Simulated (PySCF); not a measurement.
**Computed properties of SiHCl, SMILES [SiH]Cl**

SiHCl, SMILES Cl[SiH] (connectivity only; charge and spin as stated), neutral, multiplicity 1. Geometry optimised at r2SCAN-D4/def2-TZVP. The isomer is the one that the SMILES or the coordinates give; other isomers of the formula were not compared. Other conformers were not sampled. All values are computed for the isolated molecule unless a solvent is named; none is compared with measurement here.

**Structure.** The optimised structure has Cs symmetry. All 3 harmonic modes at r2SCAN-D4/def2-TZVP (PySCF) are real, so it is a minimum.

**Vibrations.** The strongest infrared lines (harmonic, unscaled, degenerate partners summed) lie at 2000 cm⁻¹ (279 km/mol, H 96 %), 519 cm⁻¹ (96 km/mol, Si 54 %, Cl 45 %), 816 cm⁻¹ (46 km/mol, H 94 %). The softest mode is at 519 cm⁻¹ and the zero-point energy is 4.8 kcal/mol.

**Electronic structure.** M06-2X/def2-TZVPD (PySCF) places the frontier levels at -8.05 and -2.10 eV, a gap of 5.95 eV, and gives a dipole moment of 1.19 D and a mean polarisability of 46.1 bohr³.

**Excitations.** TDDFT-CAM-B3LYP/def2-TZVPD (PySCF) has S1 at 2.68 eV (463 nm, f = 0.014, weak); the most intense of the 10 singlets computed lies at 7.42 eV (f = 0.13). T1 (TDA) is at 1.52 eV.

**NMR.** GIAO shifts at PBE0/pcSseg-2 (PySCF) (non-relativistic, atoms alike by connectivity averaged): ¹H at 11.2 ppm against TMS; ²⁹Si at 594.7 ppm against TMS. Without spin–orbit terms, shifts of atoms bonded to Cl or Br come out too high.
